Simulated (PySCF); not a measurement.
```xyz
4
charge 0 multiplicity 1, angstrom
As    0.0000    0.0000   -0.0329
H     1.2639    0.0000    0.8146
H    -0.6320    1.0946    0.8145
H    -0.6320   -1.0946    0.8145
```

Computed with PBE0/[As def2-TZVP, H def2-TZVP], no relativity, density fitting, PySCF.

This geometry of AsH₃ is a stationary point at this level.

(1) What is the point group?

(2) Is it a minimum?

(3) What are the dipole moment and the gap between the highest occupied and lowest empty levels?

(4) Give the ideal-gas entropy at 298.15 K and 1 bar by parts.

Results:

(1) C3v.

(2) Yes: all harmonic wavenumbers are real.

(3) 0.34 D and 8.49 eV.

(4) translation 163.2, rotation 58.4, vibration 1.3, spin 0.0; total 222.9 J/(mol K).
